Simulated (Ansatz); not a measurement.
Compare A (`N[SiH]([SiH3])BF`) with its isomer B (`B[SiH](F)[SiH2]N`).

Isolated molecules relaxed with PBE0-D4/def2-TZVP in Ansatz; ΔE leaves out vibrations. CBS: MP2 limit from def2 TZ/QZ plus the TZ coupled-cluster correction, frozen cores. DFT in def2-TZVPP. B3LYP here is the variant with VWN-RPA as its local correlation; programs differ in this. One conformer a species, not always the lowest.

A:

```xyz
12

N     1.307   -0.372    1.405
Si    0.179   -0.652    0.130
Si    0.259    0.933   -1.615
B    -1.708   -0.619    0.860
F    -1.937   -0.144    2.076
H     2.283   -0.205    1.220
H     1.001    0.125    2.225
H     0.436   -1.973   -0.518
H     1.646    1.044   -2.148
H    -0.149    2.281   -1.130
H    -0.642    0.548   -2.738
H    -2.675   -0.964    0.233
```

B:

```xyz
12

B    -1.238    0.831   -1.636
Si   -0.704    1.184    0.242
F    -1.895    1.017    1.315
Si    1.081   -0.272    0.761
N     0.604   -1.913    0.566
H    -2.266    0.315   -1.960
H    -0.437    1.069   -2.495
H    -0.172    2.572    0.387
H     1.491   -0.103    2.181
H     2.229    0.184   -0.085
H     0.176   -2.237   -0.286
H     1.131   -2.648    1.009
```

Problem. Which is lower in electronic energy at CCSD(T)/CBS, and by how much? (An estimate is asked.)

Solution. The calculation gave: A, by 4.3 kcal/mol.

Problem. Give E(B) − E(A) in kcal/mol with B3LYP, PBE-D4, r2SCAN-D4, MP2/def2-TZVPP, HF/def2-TZVPP, B2PLYP, CCSD/def2-TZVPP. (An estimate is asked.)

Solution. The calculation gave: B3LYP 5.1, PBE-D4 7.1, r2SCAN-D4 5.4, MP2/def2-TZVPP 5.0, HF/def2-TZVPP 2.8, B2PLYP 5.0, CCSD/def2-TZVPP 4.9. None reverses the order clearly.

Largest T1 diagnostic: 0.014.

From PBE to PBE0 (25 % exact exchange), in def2-TZVPP and without D4, E(B) − E(A) moves by −0.8 kcal/mol. In def2-TZVPP, CCSD(T) changes the Hartree–Fock value by +2.7 kcal/mol (the triples alone add +0.7 kcal/mol) and MP2 by +2.1 kcal/mol.
